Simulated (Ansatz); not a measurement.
# Nudged elastic band run: BFH5NS

input.yaml

```yaml
crystal:
  periodic: [false, false, false]
  atoms:
    - { symbol: B, position_ang: [0.122198, -0.568313, 0.219194] }
    - { symbol: "N", position_ang: [0.122486, -0.257085, 1.594127] }
    - { symbol: H, position_ang: [-0.734178, -0.21428, 2.141094] }
    - { symbol: H, position_ang: [0.975465, -0.217022, 2.151334] }
    - { symbol: F, position_ang: [1.294012, -0.720138, -0.42641] }
    - { symbol: H, position_ang: [-0.911986, -0.67689, -0.391337] }
    - { symbol: S, position_ang: [-0.878808, 3.247583, 1.435457] }
    - { symbol: H, position_ang: [-1.564804, 3.072875, 0.274677] }
    - { symbol: H, position_ang: [-0.310983, 2.00747, 1.347666] }
basis:
  gaussian: { orbitals: "6-31G*" }
hamiltonian:
  xc: pbe
  dispersion: d4
neb:
  order_check: false
  images: 9
  f_tol: 0.03
  max_iterations: 60
  spring: { min: 2.0, max: 10.0 }
  final_atoms:
    - { symbol: B, position_ang: [-0.10697977, 0.52715872, 0.19116741] }
    - { symbol: "N", position_ang: [0.10632056, 0.15902848, 1.82154335] }
    - { symbol: H, position_ang: [-0.76853204, 0.28898251, 2.34506895] }
    - { symbol: H, position_ang: [0.43373653, -0.80946553, 1.95568561] }
    - { symbol: F, position_ang: [1.14994432, 0.29237639, -0.34605317] }
    - { symbol: H, position_ang: [-1.01091104, -0.20783322, -0.16617375] }
    - { symbol: S, position_ang: [-0.57423612, 2.39929579, 0.17913117] }
    - { symbol: H, position_ang: [-1.92102134, 2.22715913, 0.13658971] }
    - { symbol: H, position_ang: [0.80508091, 0.79749774, 2.22884271] }
  initial_path:
    images:
      - { positions_ang: [[0.122198, -0.568313, 0.219194], [0.122486, -0.257085, 1.594127], [-0.734178, -0.21428, 2.141094], [0.975465, -0.217022, 2.151334], [1.294012, -0.720138, -0.42641], [-0.911986, -0.67689, -0.391337], [-0.878808, 3.247583, 1.435457], [-1.564804, 3.072875, 0.274677], [-0.310983, 2.00747, 1.347666]] }
      - { positions_ang: [[0.09283237, -0.46544162, 0.18207977], [0.09509103, -0.19655509, 1.66149911], [-0.76667215, -0.2054298, 2.20842462], [0.95503777, -0.11028156, 2.20961876], [1.25808552, -0.60096885, -0.4670665], [-0.94114767, -0.5520878, -0.42441717], [-0.7491943, 3.00747619, 1.27158194], [-1.55576974, 2.95724681, 0.28023696], [-0.27486083, 1.84024171, 1.42384452]] }
      - { positions_ang: [[0.06346675, -0.36257023, 0.14496554], [0.06769607, -0.13602517, 1.72887122], [-0.79916629, -0.1965796, 2.27575524], [0.93461054, -0.00354113, 2.26790351], [1.22215904, -0.48179969, -0.507723], [-0.97030935, -0.4272856, -0.45749734], [-0.6195806, 2.76736939, 1.10770688], [-1.54673548, 2.84161862, 0.28579692], [-0.23873867, 1.67301343, 1.50002304]] }
      - { positions_ang: [[0.03410112, -0.25969885, 0.10785131], [0.0403011, -0.07549526, 1.79624333], [-0.83166044, -0.18772941, 2.34308586], [0.91418332, 0.10319931, 2.32618827], [1.18623256, -0.36263054, -0.54837951], [-0.99947102, -0.30248341, -0.49057751], [-0.4899669, 2.52726258, 0.94383181], [-1.53770123, 2.72599043, 0.29135688], [-0.2026165, 1.50578514, 1.57620156]] }
      - { positions_ang: [[0.00473549, -0.15682746, 0.07073708], [0.01290614, -0.01496535, 1.86361544], [-0.86415458, -0.17887921, 2.41041648], [0.89375609, 0.20993974, 2.38447302], [1.15030607, -0.24346139, -0.58903601], [-1.0286327, -0.17768121, -0.52365768], [-0.36035321, 2.28715577, 0.77995675], [-1.52866697, 2.61036224, 0.29691684], [-0.16649434, 1.33855685, 1.65238008]] }
      - { positions_ang: [[-0.02463014, -0.05395608, 0.03362285], [-0.01448883, 0.04556456, 1.93098755], [-0.89664873, -0.17002901, 2.4777471], [0.87332886, 0.31668018, 2.44275778], [1.11437959, -0.12429223, -0.62969251], [-1.05779437, -0.05287901, -0.55673785], [-0.23073951, 2.04704897, 0.61608169], [-1.51963271, 2.49473406, 0.3024768], [-0.13037217, 1.17132857, 1.72855859]] }
      - { positions_ang: [[-0.04110006, 0.06226688, 0.06513176], [0.00967305, 0.06825735, 1.90909871], [-0.87102539, -0.07822671, 2.45121147], [0.78541039, 0.09145104, 2.34534334], [1.12149254, -0.04095851, -0.57296464], [-1.0484177, -0.08386985, -0.47862503], [-0.29943883, 2.11749833, 0.52869159], [-1.59991044, 2.44121907, 0.26929939], [0.05671845, 1.0965624, 1.82861542]] }
      - { positions_ang: [[-0.05756999, 0.17848984, 0.09664067], [0.03383493, 0.09095013, 1.88720987], [-0.84540205, 0.0135756, 2.42467584], [0.69749193, -0.1337781, 2.24792891], [1.12860548, 0.04237521, -0.51623677], [-1.03904104, -0.11486069, -0.40051221], [-0.36813815, 2.1879477, 0.44130148], [-1.68018816, 2.38770409, 0.23612197], [0.24380906, 1.02179624, 1.92867224]] }
      - { positions_ang: [[-0.07403992, 0.2947128, 0.12814959], [0.05799681, 0.11364291, 1.86532103], [-0.81977872, 0.1053779, 2.39814021], [0.60957346, -0.35900725, 2.15051448], [1.13571843, 0.12570894, -0.4595089], [-1.02966437, -0.14585154, -0.32239939], [-0.43683748, 2.25839706, 0.35391138], [-1.76046589, 2.3341891, 0.20294455], [0.43089968, 0.94703007, 2.02872906]] }
      - { positions_ang: [[-0.09050985, 0.41093576, 0.1596585], [0.08215869, 0.1363357, 1.84343219], [-0.79415538, 0.1971802, 2.37160458], [0.52165499, -0.58423639, 2.05310004], [1.14283137, 0.20904266, -0.40278104], [-1.0202877, -0.17684238, -0.24428657], [-0.5055368, 2.32884642, 0.26652127], [-1.84074362, 2.28067412, 0.16976713], [0.61799029, 0.8722639, 2.12878589]] }
      - { positions_ang: [[-0.10697977, 0.52715872, 0.19116741], [0.10632056, 0.15902848, 1.82154335], [-0.76853204, 0.28898251, 2.34506895], [0.43373653, -0.80946553, 1.95568561], [1.14994432, 0.29237639, -0.34605317], [-1.01091104, -0.20783322, -0.16617375], [-0.57423612, 2.39929579, 0.17913117], [-1.92102134, 2.22715913, 0.13658971], [0.80508091, 0.79749774, 2.22884271]] }
```

Command:

```bash
$ ansatz run input.yaml --threads 1 --pin off --max-ram 2048MiB --backend cpu --events-out ev --progress --plain --runs-dir out
```

Output, in part (warnings, iteration lines, the closing report on the highest movable image, with atoms numbered from 0):

```
NEB end point (image 0): max|allowed force component| = 1.985e-2 eV/Å (the criterion of neb.relax_end_points is 1.000e-2)
NEB end point (image 10): max|allowed force component| = 4.250e-3 eV/Å (the criterion of neb.relax_end_points is 1.000e-2)
NEB iter   1: max|band force component| = 1.843e1 eV/Å  barrier→ = 3.4832 eV  barrier← = 3.7429 eV  Δτ_max = 0.2000 Å  (289 SCF iters)
NEB iter   2: max|band force component| = 2.985e0 eV/Å  barrier→ = 1.6157 eV  barrier← = 1.8755 eV  Δτ_max = 0.2000 Å  (304 SCF iters)
NEB iter   3: max|band force component| = 2.465e0 eV/Å  barrier→ = 0.9789 eV  barrier← = 1.2387 eV  Δτ_max = 0.1978 Å  (271 SCF iters)
NEB iter   4: max|band force component| = 1.677e0 eV/Å  barrier→ = 0.8994 eV  barrier← = 1.1591 eV  Δτ_max = 0.1451 Å  (262 SCF iters)
NEB iter   5: max|band force component| = 8.624e-1 eV/Å  barrier→ = 0.8506 eV  barrier← = 1.1104 eV  Δτ_max = 0.1046 Å  (252 SCF iters)
NEB iter   6: max|band force component| = 6.245e-1 eV/Å  barrier→ = 0.8374 eV  barrier← = 1.0972 eV  Δτ_max = 0.1572 Å  (257 SCF iters)
NEB iter   7: max|band force component| = 8.458e-1 eV/Å  barrier→ = 0.8321 eV  barrier← = 1.0919 eV  Δτ_max = 0.0677 Å  (258 SCF iters)
NEB iter   8: max|band force component| = 4.442e-1 eV/Å  barrier→ = 0.8025 eV  barrier← = 1.0622 eV  CI = image 5  Δτ_max = 0.0780 Å  (255 SCF iters)
NEB iter   9: max|band force component| = 2.578e-1 eV/Å  barrier→ = 0.8020 eV  barrier← = 1.0618 eV  CI = image 5  Δτ_max = 0.0229 Å  (253 SCF iters)
NEB iter  10: max|band force component| = 1.375e-1 eV/Å  barrier→ = 0.7997 eV  barrier← = 1.0594 eV  CI = image 5  Δτ_max = 0.0202 Å  (256 SCF iters)
NEB iter  11: max|band force component| = 1.118e-1 eV/Å  barrier→ = 0.7981 eV  barrier← = 1.0579 eV  CI = image 5  Δτ_max = 0.0113 Å  (266 SCF iters)
NEB iter  12: max|band force component| = 5.083e-2 eV/Å  barrier→ = 0.7976 eV  barrier← = 1.0574 eV  CI = image 5  Δτ_max = 0.0057 Å  (262 SCF iters)
NEB iter  13: max|band force component| = 1.774e-2 eV/Å  barrier→ = 0.7975 eV  barrier← = 1.0573 eV  CI = image 5  Δτ_max = 0.0000 Å  (506 SCF iters)
Total energy: -15790.61455639 eV, -580.2943816842 hartree
Atom 0 at    -0.033621     0.093714     0.276884 Å, force    -0.013054     0.002590     0.011674 eV/Å
Atom 1 at    -0.033320     0.103112     1.814540 Å, force     0.003228     0.022871    -0.010700 eV/Å
Atom 2 at    -0.807817    -0.378932     2.278711 Å, force     0.006239    -0.008436     0.003017 eV/Å
Atom 3 at     0.861675    -0.151635     2.245558 Å, force    -0.004761    -0.007602     0.008364 eV/Å
Atom 4 at     1.167323    -0.167947    -0.286733 Å, force     0.003906    -0.002078    -0.006728 eV/Å
Atom 5 at    -1.057837    -0.222438    -0.274893 Å, force     0.001844    -0.003593    -0.007515 eV/Å
Atom 6 at    -0.230254     2.457653     0.340685 Å, force     0.001646    -0.000854     0.000897 eV/Å
Atom 7 at    -1.589859     2.434287     0.342025 Å, force     0.000103    -0.000364    -0.001150 eV/Å
Atom 8 at    -0.162888     1.506386     1.609025 Å, force     0.000850    -0.002534     0.002143 eV/Å
Dipole moment:    -0.263553    -0.388088     0.646675 e Å
```

It converged. Another band between the same ends (9 images) ends at a top of the same energy, where a vibrational analysis finds 1 clearly imaginary mode. The orbitals stay closed-shell, which can raise the energy where a bond breaks towards radicals; this wasn't checked here.

Final band (atoms are numbered from 1 in the order of the input):

```json
{"image": "0", "path coordinate (Å)": "0.00", "energy (kJ/mol)": "0.0", "S7–H9 (Å)": "1.37", "B1–S7 (Å)": "4.13", "N2–H9 (Å)": "2.32"}
{"image": "1", "path coordinate (Å)": "0.97", "energy (kJ/mol)": "1.7", "S7–H9 (Å)": "1.37", "B1–S7 (Å)": "3.68", "N2–H9 (Å)": "2.35"}
{"image": "2", "path coordinate (Å)": "1.63", "energy (kJ/mol)": "11.4", "S7–H9 (Å)": "1.37", "B1–S7 (Å)": "3.13", "N2–H9 (Å)": "2.15"}
{"image": "3", "path coordinate (Å)": "2.00", "energy (kJ/mol)": "35.4", "S7–H9 (Å)": "1.40", "B1–S7 (Å)": "2.77", "N2–H9 (Å)": "1.86"}
{"image": "4", "path coordinate (Å)": "2.24", "energy (kJ/mol)": "63.1", "S7–H9 (Å)": "1.46", "B1–S7 (Å)": "2.53", "N2–H9 (Å)": "1.63"}
{"image": "5", "path coordinate (Å)": "2.45", "energy (kJ/mol)": "76.9", "S7–H9 (Å)": "1.59", "B1–S7 (Å)": "2.37", "N2–H9 (Å)": "1.42"}
{"image": "6", "path coordinate (Å)": "2.62", "energy (kJ/mol)": "65.2", "S7–H9 (Å)": "1.73", "B1–S7 (Å)": "2.28", "N2–H9 (Å)": "1.26"}
{"image": "7", "path coordinate (Å)": "2.82", "energy (kJ/mol)": "34.0", "S7–H9 (Å)": "1.91", "B1–S7 (Å)": "2.16", "N2–H9 (Å)": "1.12"}
{"image": "8", "path coordinate (Å)": "3.12", "energy (kJ/mol)": "-3.2", "S7–H9 (Å)": "2.22", "B1–S7 (Å)": "2.01", "N2–H9 (Å)": "1.04"}
{"image": "9", "path coordinate (Å)": "3.97", "energy (kJ/mol)": "-21.4", "S7–H9 (Å)": "2.72", "B1–S7 (Å)": "1.93", "N2–H9 (Å)": "1.03"}
{"image": "10", "path coordinate (Å)": "4.82", "energy (kJ/mol)": "-25.1", "S7–H9 (Å)": "2.94", "B1–S7 (Å)": "1.93", "N2–H9 (Å)": "1.03"}
```

Time of the run: 3.8 min on 1 thread of Arm Neoverse V2 (shared host), peak memory 0.13 GiB.
